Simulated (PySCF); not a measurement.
## Magnetic susceptibility: SMILES C#CCNc1coc(=O)o1, C$_{6}$H$_{5}$NO$_{3}$

Geometry:
```csv
atom,x (Å),y (Å),z (Å)
C1,2.713,1.292,0.638
C2,2.189,0.253,0.359
C3,1.484,-0.953,-0.043
N4,0.395,-0.678,-0.973
C5,-0.786,-0.196,-0.489
C6,-1.793,0.490,-1.060
O7,-2.810,0.610,-0.126
C8,-2.402,0.006,0.994
O9,-3.011,-0.086,2.011
O10,-1.151,-0.502,0.797
H11,3.195,2.183,0.913
H12,1.059,-1.441,0.838
H13,2.178,-1.643,-0.534
H14,0.682,-0.239,-1.837
H15,-1.949,0.911,-2.027
```

Level of theory: PySCF, GIAO BLYP/pcSseg-0 magnetisability, rotational g tensor and spin-rotation constants, non-relativistic, gas phase. Geometry: GFN2-xTB.

How diamagnetic is it, and how anisotropic?

Isotropic -1291 × 10⁻³⁰ J/T², or -77.7 × 10⁻⁶ cm³/mol; principal values -1499, -1212, -1163 × 10⁻³⁰ J/T², anisotropy 315 × 10⁻³⁰ J/T² (root of half the summed squared differences of the principal values). The susceptibility is in cgs units.

Split it along the inertial axes a, b, c into diamagnetic and paramagnetic parts about the centre of mass, with the quadrupole moment.


```csv
axis,χ (10⁻⁶ cm³/mol),diamagnetic (10⁻⁶ cm³/mol),paramagnetic (10⁻⁶ cm³/mol),summed x² of all electrons (Å²),quadrupole Θ (D Å)
a,-75.9,-524.3,448.3,306.8,-7.96
b,-75.1,-1501.8,1426.7,76.4,+2.79
c,-82.2,-1625.8,1543.6,47.2,+5.16
```
Anisotropies 2χaa − χbb − χcc = +5.4 and 2χbb − χaa − χcc = +7.9 × 10⁻⁶ cm³/mol. Θ is traceless in Buckingham's convention.

And the rotational g tensor?


```tsv
axis	rotational constant (GHz)	g	nuclear part	electronic part
a	2.8171	-0.0284	0.5650	-0.5934
b	0.8134	-0.0109	0.5342	-0.5452
c	0.7455	-0.0080	0.5326	-0.5406
```
Asymmetric top; isotopes 12C, 1H, 14N, 16O; no vibrational averaging.
